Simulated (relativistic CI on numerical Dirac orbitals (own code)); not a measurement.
# W4+ (5d2) in a crystal field

Calculated by Dirac-Coulomb-Breit CI, orbitals from a KLI potential per configuration, QED by a radiative potential, valence Slater integrals scaled by 0.65, one configuration in a parametric crystal field (own radial code).

Field parameters in Wybourne normalisation: Td as Oh with Dq negative (B⁴₀ = 21Dq, B⁴₄ = √(5/14) B⁴₀). The field is a parameter set, without covalency.

S is read from ⟨S²⟩ = S(S + 1).

Site symmetry Td; labels are those of the double group. Computed levels in cm⁻¹ above the lowest, in rising order:

| Δ (size of 10Dq) | Lowest | No. 2 | No. 3 | No. 4 | No. 5 | No. 6 | No. 7 | No. 8 |
| --- | --- | --- | --- | --- | --- | --- | --- | --- |
| 3800 | T2 | 1836 E | 6473 A2 | 6905 T2 | 7206 T1 | 10641 A1 | 11008 T2 | 12135 E |
| 6800 | T2 | 3682 E | 8227 A2 | 8706 T2 | 9221 T1 | 11731 A1 | 12930 E | 13536 T2 |
| 9800 | T2 | 5317 E | 10513 A2 | 10967 T2 | 11655 T1 | 12933 A1 | 13926 E | 16565 T2 |
| 12850 | T2 | 6489 E | 13115 A2 | 13545 T2 | 13926 A1 | 14352 T1 | 15599 E | 19610 T2 |
| 15850 | T2 | 7193 E | 14613 A1 | 15822 A2 | 16239 T2 | 17123 T1 | 17776 E | 22545 T2 |
| 18900 | T2 | 7614 E | 15088 A1 | 18662 A2 | 19071 T2 | 20009 T1 | 20325 E | 25472 T1 |

Ground-state S against |10Dq| in cm⁻¹: 3800: 0.96, 6800: 0.97, 9800: 0.98, 12850: 0.99, 15850: 0.99, 18900: 0.99.

No abrupt spin change occurs in this range.
